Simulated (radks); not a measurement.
Results of a calculation; reference values are marked as such.
Charge is removed step by step from the 3p down level of neutral chlorine, starting from [Ne] 3s2 3p(up 3, down 2). Level of theory: non-relativistic Kohn-Sham, SCAN, spin-polarised, spherical densities, point nucleus; meta-GGA in the generalised Kohn-Sham scheme (a radial shooting solver on a logarithmic mesh with Libxc functionals).

\begin{tabular}{lrrr}
removed (e) & E - E(0) (eV) & eigenvalue (eV) & E minus straight line (eV) \\ \hline
0 & 0.000 & -8.310 & 0.000 \\
0.1 & 0.875 & -9.239 & -0.439 \\
0.2 & 1.863 & -10.182 & -0.765 \\
0.3 & 2.936 & -11.137 & -1.005 \\
0.4 & 4.096 & -12.104 & -1.159 \\
0.5 & 5.344 & -13.083 & -1.224 \\
0.6 & 6.712 & -14.072 & -1.171 \\
0.7 & 8.169 & -15.071 & -1.027 \\
0.8 & 9.723 & -16.079 & -0.787 \\
0.9 & 11.371 & -17.095 & -0.453 \\
1 & 13.137 & -18.118 & 0.000 \\
\end{tabular}

Removing the whole electron costs 13.137 eV by Delta-SCF, against 8.310 eV from minus the eigenvalue at the starting occupation. Slater's transition state (half an electron removed) gives 13.083 eV. Integrating minus the eigenvalue over the occupation (Janak's theorem) gives 13.127 eV. The mean slope of the eigenvalue, de/dn, is 9.81 eV per electron. Ionisation energy of Cl in the NIST Atomic Spectra Database: 12.968 eV (measured).
